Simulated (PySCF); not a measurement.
# Reading the logs of faulty runs: BGeH9Si2

All numbers below are calculated, not measured. The program is PySCF 2.14.0, an open-source quantum chemistry code, run on an isolated molecule that a program drew, which may never have been made. The molecule is BGeH9Si2 (charge 0, singlet), drawn as the SMILES string `[SiH3]B[SiH2][GeH3]`.

Each row is a Hartree-Fock (HF) and frozen-core CCSD(T) single point in the cc-pV(D+d)Z basis, meant for a local HF minimum. Run 1 is clean. Each other run has one planted mistake out of seven kinds, and not every kind appears here: one electron removed, one electron added, multiplicity raised by two, geometry at a saddle point, minimal basis STO-3G, one bond length entered in bohr, all coordinates scaled. The reference is restricted for singlets and unrestricted otherwise, and also for a bond in bohr. Adding or removing an electron swaps singlet and doublet. Electrons count all cores. HOMO and LUMO are orbital energies over both spins, the gradient is its largest component, and the lowest frequency (negative if imaginary) is given only where the gradient is small. Bond lengths are over the 12 bonds as drawn. T1 is the CCSD diagnostic: over 0.02 (restricted) or 0.045 (unrestricted) a single reference is doubtful. Germanium has the cc-pVDZ-PP basis, with a core potential (ECP10MDF) in place of its 10 inner electrons, and its 3s, 3p and 3d shells are frozen in CCSD(T).

Geometry of the clean run:
```xyz
13
BGeH9Si2, angstrom
Si    0.3571   -0.2453   -1.7491
B    -1.0588    0.9472   -0.8889
Si   -1.0258    1.5965    1.0360
Ge   -2.3090    0.0250    2.3536
H    -0.2501   -1.2809   -2.6222
H     1.2132    0.6344   -2.5898
H     1.2268   -0.9247   -0.7573
H    -1.9945    1.2733   -1.5691
H     0.3457    1.6447    1.6037
H    -1.6423    2.9377    1.1997
H    -2.2918    0.4327    3.8311
H    -3.7668   -0.0200    1.8782
H    -1.7259   -1.3894    2.2349
```

| run | electrons | basis functions | <S^2> | HOMO (eV) | LUMO (eV) | gradient (hartree/bohr) | lowest frequency (cm^-1) | mean bond (Å) | longest bond (Å) | T1 | HF (hartree) | CCSD(T) (hartree) | mistake |
|---|---|---|---|---|---|---|---|---|---|---|---|---|---|
| 1 | 74 | 128 | 0.000 | -10.17 | 0.71 | 6.4e-06 | 31 | 1.6435 | 2.419 | 0.0144 | -901.13027 | -901.61375 | no fault |
| 2 | 74 | 128 | 0.000 | -9.94 | 0.60 | 2.5e-02 | - | 1.7372 | 2.557 | 0.0144 | -901.10030 | -901.58833 | all coordinates scaled |
| 3 | 73 | 128 | 0.799 | -15.51 | -7.81 | 3.9e-02 | - | 1.6435 | 2.419 | 0.0225 | -900.79893 | -901.26488 | ? |
| 4 | 74 | 128 | 0.877 | -8.70 | 0.13 | 7.5e-03 | - | 1.7571 | 2.897 | 0.0343 | -901.03253 | -901.50169 | ? |

**Which mistake was planted in run 3, and what did it cost?**

It counts 73 electrons, one fewer than the clean run, at the same geometry and basis. So the mistake is: one electron removed. Subtracting run 1 and multiplying by 627.51 kcal/mol a hartree, the energy moved by 207.9 kcal/mol in HF and 218.9 kcal/mol in CCSD(T).

**Which mistake was planted in run 4, and what did it cost?**

The mean bond changes by a factor of 1.069 and the longest by 1.198, so the molecule wasn't scaled as a whole. A length L in bohr read as angstrom grows by (1/0.5292 - 1) L = 0.890 L. The 12 bonds together grew by 12 x 0.1136 = 1.363 Å, which gives L = 1.532 Å. That is the length of one of the Ge-H bonds, 1.533 Å in the clean geometry. So the mistake is: one bond length entered in bohr. Subtracting run 1 and multiplying by 627.51 kcal/mol a hartree, the energy moved by 61.3 kcal/mol in HF and 70.3 kcal/mol in CCSD(T).

